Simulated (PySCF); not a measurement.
# What a mistake does to a calculation on CH5Si2 cation

These are calculations, not measurements. The program is PySCF 2.14.0, an open-source quantum chemistry code, run on an isolated molecule that a program drew, which may never have been made. The molecule is CH5Si2 cation (charge +1, singlet), drawn as the SMILES string `[SiH2]=C[SiH2+]`.

Each row is a Hartree-Fock (HF) and frozen-core CCSD(T) single point in the cc-pV(D+d)Z basis, meant for a local HF minimum. Run 1 is clean. Each other run has one planted mistake out of seven kinds, and not every kind appears here: one electron removed, one electron added, multiplicity raised by two, geometry at a saddle point, minimal basis STO-3G, one bond length entered in bohr, all coordinates scaled. The reference is restricted for singlets and unrestricted otherwise, and also for a bond in bohr. Adding or removing an electron swaps singlet and doublet. Electrons count all cores. HOMO and LUMO are orbital energies over both spins, the gradient is its largest component, and the lowest frequency (negative if imaginary) is given only where the gradient is small. Bond lengths are over the 7 bonds as drawn. T1 is the CCSD diagnostic: over 0.02 (restricted) or 0.045 (unrestricted) a single reference is doubtful.

Geometry of the clean run:
```xyz
8
CH5Si2 cation, angstrom
Si    0.3887    2.0908    0.3633
C     0.3645    0.4603   -0.2418
Si    1.7155   -0.3031   -1.0275
H     1.5905    2.9158    0.2305
H    -0.7673    2.6993    1.0190
H    -0.5499   -0.1163   -0.1215
H     2.9724    0.4225   -1.2181
H     1.6584   -1.6769   -1.5235
```

| run | electrons | basis functions | <S^2> | HOMO (eV) | LUMO (eV) | gradient (hartree/bohr) | lowest frequency (cm^-1) | mean bond (Å) | longest bond (Å) | T1 | HF (hartree) | CCSD(T) (hartree) | mistake |
|---|---|---|---|---|---|---|---|---|---|---|---|---|---|
| 1 | 38 | 85 | 0.000 | -15.03 | -4.76 | 2.9e-05 | 190 | 1.4882 | 1.739 | 0.0138 | -618.35072 | -618.71432 | no fault |
| 2 | 38 | 28 | 0.000 | -12.75 | -1.66 | 1.8e-02 | - | 1.4882 | 1.739 | 0.0161 | -611.27233 | -611.46523 | minimal basis STO-3G |
| 3 | 38 | 85 | 0.862 | -15.04 | -5.02 | 1.1e-02 | - | 1.6742 | 2.766 | 0.0481 | -618.23631 | -618.58820 | one bond length entered in bohr |
| 4 | 38 | 85 | 0.000 | -15.49 | -4.68 | 2.7e-02 | - | 1.4346 | 1.677 | 0.0127 | -618.33958 | -618.69843 | ? |
| 5 | 37 | 85 | 0.755 | -24.23 | -12.62 | 7.5e-02 | - | 1.4882 | 1.739 | 0.0112 | -617.85141 | -618.16386 | ? |

**Which mistake was planted in run 4, and what did it cost?**

The mean and the longest bond both change by the same factor, 0.964, and the gradient is no longer small. So the mistake is: all coordinates scaled. Subtracting run 1 and multiplying by 627.51 kcal/mol a hartree, the energy moved by 7.0 kcal/mol in HF and 10.0 kcal/mol in CCSD(T).

**Which mistake was planted in run 5, and what did it cost?**

It counts 37 electrons, one fewer than the clean run, at the same geometry and basis. So the mistake is: one electron removed. Subtracting run 1 and multiplying by 627.51 kcal/mol a hartree, the energy moved by 313.3 kcal/mol in HF and 345.4 kcal/mol in CCSD(T).

Cautions from the logs. Run 3: T1 is over the limit, so its CCSD(T) energy is less reliable.
